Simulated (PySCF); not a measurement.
C2H7In, SMILES [CH3][InH][CH3]. Geometry optimised at B3LYP-D3(BJ)/def2-SVP. The def2 effective core potentials stand for the cores of In; spin–orbit coupling is left out.

Computed equilibrium geometry at B3LYP-D3(BJ)/def2-SVP (PySCF confirms it by a frequency run) as Cartesian coordinates in Å, and its point group:
point group C2.
```xyz
10

In     0.0000     0.0000    -0.2719
H      0.0000     0.0000    -2.0251
C      1.9120     0.0003     0.7948
H      2.5086     0.8756     0.4922
H      1.7671     0.0238     1.8844
H      2.4855    -0.9021     0.5289
C     -1.9120    -0.0003     0.7948
H     -2.4855     0.9021     0.5289
H     -2.5086    -0.8756     0.4922
H     -1.7671    -0.0238     1.8844
```
